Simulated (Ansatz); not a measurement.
Reaction (cleavage of the Si–Si bond): `B[Si](O)(F)[SiH3]` + `[OH][GaH][Br]` → `[SiH3][O][GaH][Br]` + `B[SiH](O)F`

Calculated with Ansatz (gas phase, PBE0-D4/def2-TZVP geometries, no zero-point term in ΔE). CCSD(T)/CBS is the MP2 limit (def2-TZVPP, def2-QZVPP) plus CCSD(T) − MP2 in def2-TZVPP, frozen cores. For Br, Ga outer-core shells are correlated without core-valence functions, which leaves a few kJ/mol of doubt a bond. Scalar relativity is left out up to krypton. Each species was taken in one conformer, which may not be the lowest.

```tsv
species	CCSD(T)/CBS(def2) energy (Eh)
`B[Si](O)(F)[SiH3]`	-781.59828
`[OH][GaH][Br]`	-4573.71961
`[SiH3][O][GaH][Br]`	-4864.03713
`B[SiH](O)F`	-491.32150
```

(1) Work out ΔE.

Largest T1 diagnostic among the species: 0.013.

## Answers

(1) ΔE = (-4864.03713) + (-491.32150) − (-781.59828) − (-4573.71961) = -0.04074 Eh = -107.0 kJ/mol.

From PBE to PBE0 (25 % exact exchange), in def2-TZVPP and without D4, ΔE moves by −11.7 kJ/mol. In def2-TZVPP, CCSD(T) changes the Hartree–Fock value by +27.9 kJ/mol (the triples alone add +4.0 kJ/mol) and MP2 by +19.4 kJ/mol.
